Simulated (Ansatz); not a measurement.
Two structures of Si$_{2}$H$_{7}$OF, singlet, reached by relaxing down either side of one saddle point (PBE0-D4/def2-TZVP). Energies are electronic, without zero-point energy. Ansatz 0.2.0; basis: def2-TZVPP and def2-QZVPP; cores frozen in the correlated methods. Extrapolation: Hartree–Fock as exp(−7.88 √X), correlation as X^−2.97. First:

```
atom    x (Å)    y (Å)    z (Å)
 Si1  -1.3503   1.1267  -1.3839
  F2  -0.1616   0.2248  -1.9981
  H3  -0.7746   2.4198  -0.9568
  H4  -1.9432   0.3899  -0.2464
  H5  -2.3460   1.3193  -2.4638
  H6   1.1965  -0.0529  -0.4773
  O7   1.2646   0.1385   0.4619
 Si8   1.0727  -1.1140   1.5134
  H9   1.2045  -0.5351   2.8705
 H10  -0.2671  -1.7490   1.3688
 H11   2.1045  -2.1679   1.3117
```

Second:

```csv
atom,x (Å),y (Å),z (Å)
Si1,-1.2174,0.9269,-0.4251
F2,1.7953,0.0724,-2.1872
H3,-0.7763,2.3017,-0.7509
H4,-2.0685,0.9305,0.7926
H5,-1.9561,0.3338,-1.5631
H6,1.2368,0.0274,-1.4366
O7,0.1294,0.0021,-0.1225
Si8,0.6085,-0.9463,1.1533
H9,0.6179,-0.1321,2.3938
H10,-0.3365,-2.0795,1.3102
H11,1.9669,-1.4369,0.8354
```

Q: Which bonds change from the first to the second?

A: SiH₄O ([OH][SiH3]) + SiH₃F ([F][SiH3]) → Si₂H₆O ([SiH3][O][SiH3]) + HF; bonds formed: Si1–O7, F2–H6; bonds broken: Si1–F2, H6–O7.

Q: Give the saddle point's structure and its height above each. (To be estimated.)

A: Computed: 29.21 kcal/mol above the first and 26.29 kcal/mol above the second (CCSD(T) at an estimated basis limit (MP2 extrapolated from triple and quadruple zeta, plus CCSD(T) − MP2 in triple zeta)).
Si1  (-0.834, 0.905, -0.812)
F2  (0.553, 0.639, -2.113)
H3  (-0.618, 2.362, -0.942)
H4  (-1.605, 0.822, 0.487)
H5  (-1.758, 0.218, -1.742)
H6  (0.967, 0.014, -1.056)
O7  (0.513, -0.070, -0.077)
Si8  (0.656, -1.030, 1.293)
H9  (0.511, -0.158, 2.477)
H10  (-0.392, -2.072, 1.264)
H11  (2.007, -1.630, 1.220)
(Å)

The T1 diagnostic stays at or below 0.012. The end structure is not quite a true minimum (one mode of 29i cm⁻¹).

The step is the kind of ligand exchange by which a precursor binds to a hydroxyl group, or is hydrolysed, in atomic layer deposition of oxides.

Labels in which every atom is bracketed show which atoms are joined, not bond orders.

For scale, one of the runs: CCSD(T)/def2-TZVPP, 244 basis functions, launched by `ansatz run in.yaml --threads 4 --pin off --events-out ev --progress --plain --max-ram 9574MiB`. Hardware: 4 CPU threads of an Intel Xeon, shared host. Wall time 120 s; peak host memory 4.7 GiB.
